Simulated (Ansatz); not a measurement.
Molecule: SiF$_{3}$, charge -1, multiplicity 1. 
Geometry from a B3LYP-D3(BJ)/def2-TZVP (Ansatz, a program for electronic structure) optimisation:
```
Si
F 1 1.6830
F 1 1.6830 2 96.51
F 1 1.6830 2 96.51 3 -97.35
```
Charge -1, spin multiplicity 1.

Basis-set convergence of Hartree-Fock and MP2 correlation energies (hartree) with Ansatz. Valence correlation only, unless marked. No spin-orbit coupling. No relativistic terms. This anion needs diffuse functions, which these sets lack.

```json
[
 {"basis": "cc-pV(D+d)Z", "functions": "65", "E(HF)": "-587.44593", "E(corr, MP2)": "-0.65023"},
 {"basis": "cc-pV(T+d)Z", "functions": "129", "E(HF)": "[?]", "E(corr, MP2)": "[?]"}
]
```

Question: Complete the blanks.

Answer: 
- cc-pV(T+d)Z, E(HF): -587.57944
- cc-pV(T+d)Z, E(corr, MP2): -0.87711
